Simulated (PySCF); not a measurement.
# Correlation energy of Pt²⁺ (platinum, charge +2)

[Xe] 4f14 5d7 6s1, 6s spin antiparallel (an excited configuration). All numbers are calculated (PySCF 2.14, scalar relativity through the core potential, in aug-cc-pVTZ-PP with one added diffuse shell each of s, p, d, f, g type with ECP60MDF (7s7p6d4f3g, 113 functions)). Frozen: 5s2 5p6; 8 electrons correlated.

MP2 pair energies summed by pair of shells (mhartree):

```
 pair   energy  share (%)
5d-5d  -145.63       74.5
5d-6s   -49.77       25.5
```

Total MP2 correlation energy: -195.40 mhartree.

Same-spin part -69.24 and opposite-spin part -126.16 mhartree; SCS-MP2 scales them by 1/3 and 6/5 to -174.47 mhartree.
